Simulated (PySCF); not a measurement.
**Potential energy of CaIn⁺ along the bond**

Set-up: PySCF, spin-free X2C with a Gaussian nucleus, basis sets Ca x2c-SVPall, In x2c-SVPall. Energies in eV from Ca + In⁺ in their ground configurations at the same level. All curves are PBE0. state 1: ¹Σ⁺ (singlet), closed shell; state 2: triplet, unpaired electrons σ ↑, π ↑, a second solution, started from another occupation; state 3: ³Σ⁺ (triplet), unpaired electrons σ ↑↑, a second solution, started from another occupation; state 4: Ms = 0 determinant of mixed spin (⟨S²⟩ near 1.0), unpaired electrons σ ↑, π ↓, a second solution, started from another occupation.

| R (Å) | state 1 | state 2 | state 3 | state 4 |
| --- | --- | --- | --- | --- |
| 3.286 | -1.194 | -0.4520 | -0.2966 | -0.2024 |
| 3.432 | -1.270 | -0.4029 | -0.3730 | -0.1605 |
| 3.542 | -1.296 | -0.3546 | -0.4092 | -0.1201 |
| 3.651 | -1.303 | -0.3012 | -0.4320 | -0.0765 |
| 3.760 | -1.295 | -0.2456 | -0.4442 | -0.0322 |
| 3.907 | -1.267 | -0.1717 | -0.4479 | 0.0253 |
| 4.089 | -1.212 | -0.0847 | -0.4372 | 0.0913 |
| 4.308 | -1.130 | 0.0066 | -0.4079 | 0.1596 |

Question: Put a parabola through the three lowest points of the state 1 curve and estimate Re, k and ωe (reduced mass 29.65 u; 1 eV/Å² = 0.16022 mdyn/Å; ωe = 1302.8·√(k/μ) cm⁻¹).

Answer: Through R = 3.542, 3.651, 3.76 Å the second-order coefficient is 0.631 eV/Å², so Re ≈ 3.647 Å, k ≈ 0.202 mdyn/Å and ωe ≈ 108 cm⁻¹. A polynomial fit of higher order to the unrounded PBE0 energies gives Re = 3.642 Å, k = 0.204 mdyn/Å, ωe = 108 cm⁻¹; anharmonicity and rounding make the difference.

The higher-order fit for each curve: state 1: Re = 3.642 Å, ωe = 108 cm⁻¹, De = 1.30 eV; state 3: Re = 3.876 Å, ωe = 71.0 cm⁻¹, minimum 0.448 eV below the ground-state fragments. State 2 gave no clean fit. State 4 gave no clean fit.

Closed-shell solutions of metal pairs were not tested for spin polarisation, which can lower them a little. Spin–orbit coupling is left out. For an ion De counts to the pair picked by the measured ionisation energies or electron affinities, which need not be the lowest pair at this level.
